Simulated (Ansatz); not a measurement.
Consider the ligand exchange at the Si–S bond: `CSS[SiH2]O` + `CN[SiH2]Cl` → `CN([SiH2]O)[SiH2]Cl` + `CSS`.

Computed with Ansatz on PBE0-D4/def2-TZVP structures; ΔE is electronic, products minus reactants. CCSD(T)/CBS adds triple-zeta CCSD(T) − MP2 to the extrapolated MP2 energy (def2 sets, frozen cores). Functionals use def2-TZVPP. B3LYP here is the variant with VWN-RPA as its local correlation; programs differ in this. Each species was taken in one conformer, which may not be the lowest.

`CSS[SiH2]O`:

```xyz
11

C    -0.074   -2.070   -0.316
S    -1.028   -0.675   -0.937
S    -1.502    0.339    0.797
Si    0.221    1.607    0.684
O     0.234    2.543   -0.660
H    -0.685   -2.683    0.346
H     0.213   -2.655   -1.193
H     0.822   -1.729    0.202
H     0.171    2.528    1.842
H     1.415    0.725    0.730
H     0.213    2.069   -1.495
```

`CN[SiH2]Cl`:

Cartesian coordinates in Å:
```
C -0.391 1.239 0.553
N -0.664 -0.111 0.099
Si 0.466 -1.080 -0.715
Cl 2.067 -1.710 0.444
H 0.036 1.275 1.562
H -1.301 1.844 0.541
H 0.323 1.712 -0.125
H -1.386 -0.576 0.627
H -0.225 -2.304 -1.176
H 1.074 -0.290 -1.809
```

`CN([SiH2]O)[SiH2]Cl`:

Cartesian coordinates in Å:
```
C -1.245 -0.199 1.218
N -0.139 0.148 0.327
Si 1.232 -0.915 0.297
O 2.002 -0.763 -1.143
Si -0.322 1.384 -0.837
Cl -0.896 0.636 -2.691
H -1.679 -1.173 0.969
H -2.038 0.549 1.154
H -0.917 -0.232 2.262
H 2.249 -0.567 1.316
H 0.713 -2.288 0.551
H 1.504 -0.956 -1.941
H -1.413 2.285 -0.402
H 0.950 2.092 -1.080
```

`CSS`:

```xyz
7

C    -0.669    0.487    0.507
S     0.905    0.751   -0.331
S     1.057   -0.878   -1.544
H    -0.624   -0.383    1.162
H    -1.477    0.375   -0.215
H    -0.843    1.382    1.109
H     1.652   -1.733   -0.687
```

```csv
level,ΔE (kJ/mol),difference from CCSD(T)/CBS
PBE-D4,16.0,9.8
r2SCAN-D4,9.9,3.7
PBE0-D4,12.5,6.3
B3LYP-D4,5.2,-1.0
ωB97X-V,4.9,-1.3
ωB97M-V,4.9,-1.3
B2PLYP,7.0,0.8
PBE,18.6,12.4
r2SCAN,10.8,4.6
PBE0,14.8,8.6
B3LYP,9.1,2.9
HF/def2-TZVPP,0.3,-5.9
MP2/def2-TZVPP,5.3,-0.9
SCS-MP2/def2-TZVPP,2.5,-3.7
CCSD/def2-TZVPP,0.8,-5.4
CCSD(T)/def2-TZVPP,2.5,-3.7
HF/def2-QZVPP,-0.7,-6.9
MP2/def2-QZVPP,7.2,1.0
SCS-MP2/def2-QZVPP,4.4,-1.8
HF/CBS(def2),-0.8,-7.0
MP2/CBS(def2),9.1,2.9
CCSD/CBS(def2),4.5,-1.7
CCSD(T)/CBS,6.2,0
```

Largest T1 diagnostic among the species: 0.012.

The D4 term adds −3.9 kJ/mol with B3LYP and −2.3 kJ/mol with PBE0; it sums over pairs of atoms, weighted by their polarisabilities, and B3LYP, whose exchange is more repulsive, gets the larger term. From PBE to PBE0 (25 % exact exchange), in def2-TZVPP and without D4, ΔE moves by −3.7 kJ/mol.

CCSD(T)/CBS has its own doubt, a few kJ/mol and more with outer-core shells, so smaller differences from it don't rank the levels.
